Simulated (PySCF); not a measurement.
A structure optimised at PBE-D3(BJ)/def2-SVP, used in a PySCF frequency run:

```xyz
9

Si    -1.0140     0.3645     0.0000
Cl     0.3959     1.9427     0.0000
B      0.1668    -1.3119     0.0000
O     -0.2732    -2.6079     0.0000
O      1.5145    -1.1165     0.0000
H     -1.8931     0.5382    -1.2106
H     -1.8931     0.5382     1.2106
H     -1.2407    -2.6895     0.0000
H      1.7288    -0.1609     0.0000
```

Problem. Write its SMILES, formula and point group.

Solution. OB(O)[SiH2]Cl, BClH₄O₂Si, Cs

Problem. What are its rotational constants (standard atomic weights)?

Solution. 5.7932, 1.7096, 1.3407 GHz
